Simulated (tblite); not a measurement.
C2H12FPSi4.
Structure used (GFN2-xTB), in Å, numbered top down from 1:
```xyz
20
C2H12FPSi4 angstrom
F      1.425    2.553   -0.401
Si     0.377    1.425   -0.918
C     -0.936    1.226    0.449
C     -1.424   -0.222    0.552
Si    -2.674   -0.636   -0.827
Si     0.082   -1.402    0.537
P      1.301   -0.584   -1.149
Si     3.335   -0.294   -0.281
H     -0.087    1.972   -2.186
H     -0.480    1.532    1.397
H     -1.776    1.903    0.280
H     -1.943   -0.349    1.508
H     -2.032   -0.570   -2.138
H     -3.760    0.350   -0.769
H     -3.224   -1.970   -0.581
H     -0.280   -2.785    0.230
H      0.771   -1.371    1.837
H      3.334    0.415    1.001
H      4.100    0.457   -1.274
H      3.885   -1.637   -0.091
```

Computed with GFN2-xTB (tblite): harmonic, unscaled wavenumbers at the GFN2-xTB geometry, gas phase. Against measured fundamentals such values can be off by several per cent, at times by over 20. Modes of hydrogen on silicon can be 10 to 20 % off. One conformer, not necessarily the lowest.

Harmonic wavenumbers (cm⁻¹): 31.9, 63.4, 77.0, 87.0, 101.7, 118.7, 155.3, 173.8, 203.4, 245.9, 276.2, 401.4, 423.4, 450.5, 460.8, 500.4, 504.4, 521.4, 529.1, 537.5, 565.8, 587.6, 597.6, 659.2, 691.6, 726.8, 745.2, 754.9, 758.8, 770.7, 774.9, 781.6, 788.1, 789.5, 800.1, 837.4, 1059.3, 1074.1, 1146.7, 1175.2, 1281.7, 1482.0, 2170.0, 2228.2, 2235.1, 2250.1, 2256.0, 2267.6, 2273.6, 2276.8, 2310.1, 2909.2, 2924.8, 2962.6.

A = 1292, B = 632.4, C = 501.8 MHz; mass 197.974 u (most abundant isotopes); point group C1, symmetry number 1.

**Question.** Zero-point energy?

**Answer.** Half the sum of the wavenumbers: 26888 cm⁻¹ = 76.88 kcal/mol.

**Question.** Give the ideal-gas entropy at 200 K and 1 bar in the rigid-rotor, harmonic-oscillator model (classical rotation).

**Answer.** Translation 39.80, rotation 29.85, vibration 30.49: S = 100.1 cal/(mol K).

**Question.** And Cp and H(200 K) − H(0)?

**Answer.** Cp = 40.11 cal/(mol K), of which vibrations give 32.16 (their classical limit is 54 R = 107.3); H(200 K) − H(0) = 4.84 kcal/mol without the zero-point energy, 3.25 from vibrations.

**Question.** Blend soft modes into free rotors: weight 1/[1 + (100 cm⁻¹/ν̃)⁴] for the oscillator and the rest for a rotor with moment μB/(μ + B), μ = h/(8π²ν), B = 10⁻⁴⁴ kg m². What vibrational entropy results?

**Answer.** 28.02 cal/(mol K) in place of 30.49, which changes −T·S at 200 K by +0.49 kcal/mol.

**Question.** What must be added to the electronic energy to get the Gibbs energy at 200 K and 1 bar?

**Answer.** ZPE + [H(200 K) − H(0)] − T·S = 76.88 + 4.84 − 20.03 = 61.69 kcal/mol.

Hindered rotation and anharmonicity are outside this model. Other conformers, if any are populated, would add a mixing term that is left out. The structure is chiral; the term R ln 2 for an equal mix with its mirror image is left out.
